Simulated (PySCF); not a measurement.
Relaxation of quartet HRuS

These are results of PySCF, UPBE0, basis Ru def2-TZVP with ECP28, S def2-TZVP, H def2-TZVP (scalar-relativistic core potentials, no spin–orbit coupling, density fitting), not measurements. A (50,194) grid was used.

A start displaced from a saddle point along its imaginary mode, of Cs symmetry, held to at least that symmetry:

```xyz
3
charge 0 multiplicity 4, angstrom
Ru    0.0021    0.0001    0.5072
S    -0.0030   -0.0001   -1.6866
H    -0.1199   -0.0041    2.2229
```

Task: What does it relax to?

Result: It ends at Cs with Ru–H 1.606 Å, Ru–S 2.046 Å; H–Ru–S 94.8°. A frequency run shows a minimum. Other isomers or separated fragments may lie lower.

Task: How much energy is released, and in how many steps?

Result: 104.7 kJ/mol in 12 steps.

Open d and f shells are described by one determinant, and the ground state may have another occupation or spin.

The relaxation took about 70 core-seconds on a shared host.
